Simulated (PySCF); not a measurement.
Species: pentafluorobenzonitrile, C₇F₅N.
Numbering: `[N:1]#[C:2][c:3]1[c:4]([F:5])[c:6]([F:7])[c:8]([F:9])[c:10]([F:11])[c:12]1[F:13]`

Structure used (GFN2-xTB), in Å, numbered top down from 1:
```
atom  x, y, z in Å
N1     3.6516   -0.0595   -0.1363
C2     2.5096   -0.0412   -0.0927
C3     1.0916   -0.0179   -0.0400
C4     0.4030    1.1968    0.0265
F5     1.0803    2.3396    0.0439
C6    -0.9868    1.2241    0.0756
F7    -1.6335    2.3850    0.1377
C8    -1.7037    0.0280    0.0590
F9    -3.0301    0.0495    0.1076
C10   -1.0291   -1.1908   -0.0069
F11   -1.7162   -2.3299   -0.0218
C12    0.3609   -1.2095   -0.0555
F13    0.9981   -2.3737   -0.1149
```

Probes without a nucleus sit at each ring's centroid and 1 Å off its mean plane on both sides; NICS is minus the shielding there, NICSzz its component along the normal. Level: GIAO PBE0/pcSseg-1 (PySCF, non-relativistic, gas phase) on the GFN2-xTB geometry, one conformer.

Ring bond lengths (Å), with Mayer bond orders in brackets: C3–C4 1.398 (1.26), C4–C6 1.391 (1.38), C6–C8 1.395 (1.33), C8–C10 1.395 (1.33), C10–C12 1.391 (1.38), C12–C3 1.398 (1.26).

Question: Give the NICS values of each ring in ppm.

Answer: 
```json
{"ring": "C3–C4–C6–C8–C10–C12", "type": "6-membered carbocycle; formal bonds all aromatic", "NICS(0)": "-15.9", "NICS(1), two faces": "-11.6 / -11.6", "NICS(1)zz, two faces": "-22.9 / -22.9", "rms pucker (Å)": "0.00", "centre to ring atoms, mean (Å)": "1.39"}
```

Question: What can be read from them?

Answer: 
- C3–C4–C6–C8–C10–C12: mean NICS(1)zz -22.9 ppm, shielded. The ring is flat and has no four-coordinate atom; by the NICS criterion it is aromatic.

Question: What does the geometric index give? Use HOMA with the parameters of Krygowski (1993).

Answer: 
- C3–C4–C6–C8–C10–C12: HOMA 0.99 = 1 − EN − GEO, with mean bond length 1.394 Å, EN = α(Ropt − mean)² = 0.011 and GEO = α × variance = 0.002. The geometric and the magnetic index point the same way.

Question: At the first NICS(1) probe listed for ring C3–C4–C6–C8–C10–C12, 1 Å off the ring, how large is the induced field along the normal in 14.1 T applied along it?

Answer: NICSzz × B0 = -22.9 ppm × 14.1 T = -323 μT, against the applied field.

Question: Give the inner angles of the rings and the Hirshfeld charges of the ring atoms.

Answer: 
- C3–C4–C6–C8–C10–C12: C3 118.9° (-0.025 e), C4 120.7° (+0.091 e), C6 119.8° (+0.062 e), C8 120.1° (+0.078 e), C10 119.8° (+0.062 e), C12 120.7° (+0.091 e); sum 720.0° against 720° for a flat convex ring.

Question: How shielded are the nuclei of the rings and their hydrogens (means over atoms taken as equivalent)?

Answer: 
```
  atoms                  environment  σ isotropic (ppm)  principal values of the symmetric part, first atom (ppm)
     C3  substituted aromatic carbon               91.4                                         34.3, 85.2, 154.6
C4 (×2)          aromatic C–F carbon               27.5                                         -30.6, 15.5, 97.6
C6 (×2)          aromatic C–F carbon               38.4                                           2.0, 15.6, 97.6
     C8          aromatic C–F carbon               31.2                                          -12.7, 8.9, 97.3
```
